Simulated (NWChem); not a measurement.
System: CH$_{3}$FMg; SMILES [CH3][Mg][F]

Here is an NWChem input.

```
start job
memory heap 200 mb stack 900 mb global 1100 mb
geometry units angstroms noautosym nocenter noautoz
  Mg    -0.076481     0.280846     0.001378
  F      0.200154     2.025065    -0.001212
  C     -0.403382    -1.771409     0.004355
  H      0.062120    -2.259390    -0.868411
  H     -1.479360    -2.012506    -0.023257
  H      0.014521    -2.249934     0.905926
end
basis spherical
  * library def2-svp
end
dft
  xc xpbe96 cpbe96
  iterations 150
  vectors input atomic output neutral.movecs
end
task dft energy
charge 1
dft
  odft
  mult 2
  vectors input atomic output cation.movecs
end
task dft energy
```

The geometry was optimised at PBE0/def2-SVP.

Ions are spin-unrestricted doublets at the neutral geometry; other ion states weren't tried.

**Question.** What results follow from this input? (PBE/def2-SVP, vertical spin-unrestricted ions.) Quantities: vertical ionisation energy, ΔSCF (eV); −ε(HOMO) (eV).

**Answer.** The vertical ionisation energy, ΔSCF (eV) is 9.97 and the −ε(HOMO) (eV) is 6.37.
